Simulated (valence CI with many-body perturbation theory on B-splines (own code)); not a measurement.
**Nd53+ in three bases**

Computed by configuration interaction combined with many-body perturbation theory (CI+MBPT): five valence electrons over a frozen Dirac-Fock core [He], radial functions for each j: 9 s, 9 p, 8 d, 6 f, 3 g, 1 h, with the one-electron correlation potential Σ1 (screened to all orders), the two-electron term Σ2, the three-electron term Σ3, Breit, model QED; selected single and double excitations, second order for the rest, scaled by the run's own slope (own B-spline code, finite nucleus).

No measured spectrum was set against this ion. As an estimate, large intervals hold to a few tenths of a per cent, small ones and those within an open d or f shell to about a per cent. Among the levels kept, up to 3800 cm⁻¹ of a level comes from second order outside the variational space, and about a tenth of that is noise between levels of different J, which matters for small intervals.

The reference run has the lowest level (2s^2 2p1/2^2 2p3/2) J=3/2 and an ionisation energy of 10555.6 eV. Its largest variational space holds 19999 state functions.

Levels are named by their leading jj configuration (3d3/2^4 stands for four electrons in 3d with j = 3/2), which in mixed levels can hold well under half, so a name can repeat and another be missing. Letters in brackets count levels of one name in rising energy.

Changed runs:
A. basis 6 s, 6 p, 5 d, 3 f, 1 g
B. basis 5 s, 5 p, 4 d, 2 f

Excitation energies of the reference run in cm⁻¹, and shifts in cm⁻¹:

| Level | Reference | A | B |
| --- | --- | --- | --- |
| (2s^2 2p1/2 2p3/2^2) J=3/2 | 4233260 | -15 | -264 |
| (2s^2 2p1/2 2p3/2^2) J=5/2 | 4406200 | +147 | +183 |
| (2s^2 2p1/2 2p3/2^2) J=1/2 | 4705090 | +67 | +217 |
| (2s 2p1/2^2 2p3/2^2) J=5/2 | 6272820 | -62 | -287 |
| (2s 2p1/2^2 2p3/2^2) J=1/2 | 6914000 | -41 | +91 |
| (2s 2p1/2^2 2p3/2^2) J=3/2 | 6926200 | +68 | +238 |
| (2s^2 2p3/2^3) J=3/2 | 8949260 | +73 | +10 |
| (2s 2p1/2 2p3/2^3) J=3/2 [a] | 10682300 | -109 | -425 |
| (2s 2p1/2 2p3/2^3) J=5/2 | 10970200 | +109 | +112 |
| (2s 2p1/2 2p3/2^3) J=1/2 | 11329100 | +33 | +57 |
| (2s 2p1/2 2p3/2^3) J=3/2 [b] | 11413100 | +153 | +372 |
| (2p1/2^2 2p3/2^3) J=3/2 | 13665700 | -36 | +93 |
| Ionisation energy (eV) | 10555.6 | -0.019 | -0.11 |
